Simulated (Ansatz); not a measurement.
`NB(Cl)CO` + HCl → `NB(Cl)Cl` + CH₃OH  (ligand exchange at a B–C bond)

Program: Ansatz. Geometries: PBE0-D4/def2-TZVP. ΔE: electronic, gas phase. CCSD(T)/CBS is the MP2 limit (def2-TZVPP, def2-QZVPP) plus CCSD(T) − MP2 in def2-TZVPP, frozen cores. This one scheme is used for every species. DFT in def2-TZVPP. B3LYP here is the variant with VWN-RPA as its local correlation; programs differ in this. Each species was taken in one conformer, which may not be the lowest.

```tsv
level	ΔE (kJ/mol)	difference from CCSD(T)/CBS
PBE-D4	-72.2	-0.7
B3LYP-D4	-73.1	-1.6
ωB97X-V	-72.0	-0.5
B2PLYP	-75.7	-4.2
r2SCAN	-75.9	-4.4
CCSD/def2-TZVPP	-70.5	1.0
HF/def2-QZVPP	-80.9	-9.4
MP2/def2-QZVPP	-77.0	-5.5
HF/CBS(def2)	-80.9	-9.4
MP2/CBS(def2)	-77.4	-5.9
CCSD(T)/CBS	-71.5	0
```

Largest T1 diagnostic among the species: 0.011.

In def2-TZVPP, CCSD(T) changes the Hartree–Fock value by +10.3 kJ/mol (the triples alone add +0.1 kJ/mol) and MP2 by +4.4 kJ/mol.
